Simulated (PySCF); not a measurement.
Ga(H)(Et)(OMe), SMILES C[CH2][GaH][O]C (C3H9GaO) (CAM-B3LYP/def2-SVP optimised geometry):

```
14

Ga     0.182     0.115     0.000
H      1.750     0.115     0.000
C     -1.089    -1.379     0.001
C     -0.475    -2.779     0.013
H     -1.739    -1.242    -0.879
H     -1.750    -1.231     0.871
H      0.153    -2.946     0.903
H      0.165    -2.956    -0.865
H     -1.248    -3.564     0.013
O     -0.575     1.729     0.000
C      0.067     2.969    -0.003
H     -0.232     3.564     0.878
H      1.172     2.890     0.009
H     -0.213     3.551    -0.900
```

Computed with PySCF 2.14.0 with CAM-B3LYP/def2-TZVP.

### Question
What are the frontier orbital energies and the dipole moment?

### Answer
HOMO-2 -9.31 eV, HOMO-1 -9.07 eV, HOMO -9.04 eV, LUMO 0.11 eV, LUMO+1 1.47 eV; dipole moment 0.93 D.

On the same geometry PBE/def2-TZVP run with PySCF gives HOMO-2 -6.59 eV, HOMO-1 -6.25 eV, HOMO -6.16 eV, LUMO -1.54 eV, LUMO+1 -0.22 eV; dipole moment 0.80 D.

Meta-Löwdin charges at CAM-B3LYP/def2-TZVP: Ga1 0.65, H2 -0.10, C3 -0.41, C4 -0.31, H5 0.12, H6 0.12, H7 0.10, H8 0.10, H9 0.11, O10 -0.58, C11 -0.09, H12 0.10, H13 0.08, H14 0.10.
